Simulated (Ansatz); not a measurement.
FHO3Si2: which of two structures lies lower

We compare a, a singlet given by its coordinates, with b, a singlet given by its coordinates. Both are isolated molecules in the gas phase, relaxed with BLYP-D3(BJ)/def2-SVP.

a (Å):

```yaml
atoms:
  - { symbol: F, position_ang: [3.0158, 1.0206, 2.2716] }
  - { symbol: O, position_ang: [2.4986, 1.4640, -0.6287] }
  - { symbol: O, position_ang: [1.1155, -0.2729, 0.3763] }
  - { symbol: O, position_ang: [0.6370, 2.0752, 0.8206] }
  - { symbol: Si, position_ang: [2.0454, 1.0620, 1.0078] }
  - { symbol: Si, position_ang: [0.7712, 1.1163, -0.6517] }
  - { symbol: H, position_ang: [-0.1253, 1.1545, -1.8193] }
```

Close contacts (Å): F1–Si5 1.59, O2–Si5 1.75, O2–Si6 1.76, O3–Si5 1.75, O3–Si6 1.76, O4–Si5 1.75, O4–Si6 1.76, Si5–Si6 2.09, Si6–H7 1.47.

b (Å):

```xyz
7

F     3.0598   -0.2758   -1.4106
O     0.7733    2.7797    1.3206
O     0.6303    0.7137   -0.7661
O     2.2879    0.3328    1.0982
Si    1.2353    1.4142    0.5492
Si    1.8364   -0.8234   -0.4274
H     0.0816    3.3287    0.8988
```

Close contacts (Å): F1–Si6 1.66, O2–Si5 1.63, O3–Si5 1.61, O3–Si6 1.98, O4–Si5 1.61, O4–Si6 1.97, Si5–Si6 2.51, O2–H7 0.98.

Energies in hartree; the thermal terms are from BLYP-D3(BJ)/def2-SVP harmonic frequencies (ideal gas, rigid rotor, one conformer each, 298.15 K, 1 atm) and include the zero-point energy:

```
                              a           b
E, CCSD(T)/def2-SVP  −903.119060  −903.131388
    E, MP2/def2-SVP  −903.084398  −903.092655
  E, MP2/def2-TZVPP  −904.001754  −904.000882
  zero-point energy     0.023948     0.024561
       H(298 K) − E     0.030789     0.032753
       G(298 K) − E    −0.004833    −0.007339
```

Q: Correct the CCSD(T) difference for the basis set by the MP2 change, then work out ΔE, ΔE₀, ΔH and ΔG for a → b in kJ/mol (1 Eh = 2625.50 kJ/mol) and the equilibrium ratio [b]/[a].

A: 1. Differences b − a: CCSD(T) −0.012328, MP2 in the small set −0.008257, MP2 in the large set +0.000872 Eh.
2. ΔE = −0.012328 + (+0.000872 − (−0.008257)) = −0.003199 Eh = −8.40 kJ/mol.
3. ΔE₀ = ΔE + ΔZPE = −0.003199 + (+0.000613) Eh = −6.79 kJ/mol.
4. ΔH = ΔE + (+0.001964) Eh = −3.24 kJ/mol.
5. ΔG = ΔE + (−0.002506) Eh = −14.98 kJ/mol, so ΔS = (ΔH − ΔG)/T = +39.4 J/(mol K).
6. kT = 0.9442 mEh, so K = [b]/[a] = exp(−ΔG/kT) = exp(+6.04) ≈ 420.

Structure b is favoured at this temperature. An error of 4 kJ/mol in ΔG would change K by a factor of 5. The basis-set step is large, which makes the value less sure. Mirror images and further conformers aren't counted.

Other levels gave ΔE = −47.1 (BLYP-D3(BJ)/def2-SVP); −21.6 (HF/def2-SVP); −21.7 (MP2/def2-SVP); −32.4 (CCSD(T)/def2-SVP) kJ/mol. The correlated steps freeze 14 core orbitals. Programs: Ansatz 0.2.0.
